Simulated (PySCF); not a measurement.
**NMR parameters from quadrupole coupling constants**

Species: C₃H₁₂O₂SSi₃.
Atom-mapped SMILES: `[CH3:1][S:2][C:3]([SiH3:4])([SiH3:5])[SiH2:6][O:7][CH:8]=[O:9]` (hydrogens: H10, H11, H12 on C1; H13, H14, H15 on Si4; H16, H17, H18 on Si5; H19, H20 on Si6; H21 on C8)

Structure used (GFN2-xTB), in Å, numbered top down from 1:
```
atom  x, y, z in Å
C1    -3.0941   -0.0902    0.3821
S2    -1.6279   -0.1748    1.4576
C3    -0.1928    0.0113    0.2945
Si4   -0.4717    1.4582   -0.9216
Si5    0.0606   -1.6941   -0.5579
Si6    1.2082    0.4272    1.5021
O7     2.6132    0.8509    0.6817
C8     3.3018    0.0017   -0.0229
O9     3.0114   -1.1423   -0.2213
H10   -3.2280    0.9214    0.0112
H11   -3.9328   -0.3687    1.0130
H12   -2.9940   -0.7933   -0.4377
H13   -0.9731    2.6190   -0.1825
H14   -1.4426    1.0668   -1.9483
H15    0.7961    1.7702   -1.5804
H16    0.9041   -1.5257   -1.7351
H17    0.5401   -2.6543    0.4268
H18   -1.2615   -2.1377   -1.0282
H19    1.5231   -0.6847    2.3936
H20    1.0324    1.6885    2.2118
H21    4.2185    0.4675   -0.4296
```

Computed at PBE0/pcSseg-1 (PySCF, non-relativistic):

```json
{"atom": "S2", "environment": "sulfide sulfur", "nucleus": "33S", "spin I": "3/2", "Q (b)": "-0.0678", "CQ = χzz (MHz)": "51.086", "η": "0.628"}
{"atom": "O7", "environment": "oxygen singly bound to a carbonyl carbon", "nucleus": "17O", "spin I": "5/2", "Q (b)": "-0.0256", "CQ = χzz (MHz)": "-7.646", "η": "0.221"}
{"atom": "O9", "environment": "carbonyl oxygen", "nucleus": "17O", "spin I": "5/2", "Q (b)": "-0.0256", "CQ = χzz (MHz)": "9.404", "η": "0.281"}
```

**Question.** Recover the principal values of the field gradient from CQ = 234.96 MHz × Q × Vzz, η = (Vxx − Vyy)/Vzz and a zero trace.

**Answer.** The tensor is traceless, so η fixes the two smaller values:

```csv
atom,Vxx (au),Vyy (au),Vzz (au),Vzz (10²¹ V/m²)
S2,0.596,2.610,-3.207,-31.16
O7,-0.495,-0.776,1.271,12.35
O9,0.562,1.001,-1.563,-15.19
```

**Question.** PQ = |CQ|√(1 + η²/3), νQ = 3|CQ|/[2I(2I − 1)], ν0 = |g|·7.62259 MHz/T·B with g(33S) = 0.42921, g(17O) = −0.75752: values at 11.75 T?

**Answer.** 
```
atom  PQ (MHz)  νQ (MHz)  ν0 (MHz)  νQ/ν0
  S2     54.34     25.54     38.44  0.664
  O7     7.707     1.147     67.85  0.017
  O9     9.527     1.411     67.85  0.021
```

For S2: PQ = 51.09 × 1.0637, νQ = 51.09 × 0.5000, ν0 = 3.2717 MHz/T × 11.75 T.

For S2 νQ isn't small against ν0, so the high-field expansions of solid-state NMR fail there at this field.

**Question.** Second-order quadrupolar shift of the central transition's centre of gravity (half-integer spins, νQ < ν0/10) at 11.75 and 14.1 T.

**Answer.** δ = −(3/40)(PQ/ν0)² [I(I + 1) − 3/4]/[I²(2I − 1)²], in ppm:

```json
{"site": "17O at O7", "11.75 T": "-77.4", "14.1 T": "-53.8"}
{"site": "17O at O9", "11.75 T": "-118", "14.1 T": "-82.2"}
```

**Question.** In the extreme-narrowing limit, with isotropic tumbling and one correlation time, the quadrupolar linewidth goes as PQ². What relative widths follow for the 17O sites?

**Answer.** O9 1, O7 0.65, with O9 as 1.

**Question.** Quadrupolar 1/T1 and linewidth for τc = 20 ps (extreme narrowing, isotropic tumbling)?

**Answer.** Rate = (3π²/10) PQ² τc (2I + 3)/[I²(2I − 1)], the same for T1 and T2; width = rate/π.

| site | spin factor (2I + 3)/[I²(2I − 1)] | 1/T1 (s⁻¹) | T1 (ms) | linewidth (Hz) |
| --- | --- | --- | --- | --- |
| 33S at S2 | 1.333 | 233000 | 0.00429 | 74200 |
| 17O at O7 | 0.320 | 1130 | 0.888 | 358 |
| 17O at O9 | 0.320 | 1720 | 0.581 | 547 |

The couplings are those of the rigid, isolated species; surroundings and motion change them. GFN2-xTB bond lengths can be off by several hundredths of an ångström, more for odd bonds, and the gradients follow them. A larger basis could move these couplings by a tenth or more.

One conformer stands for the species.
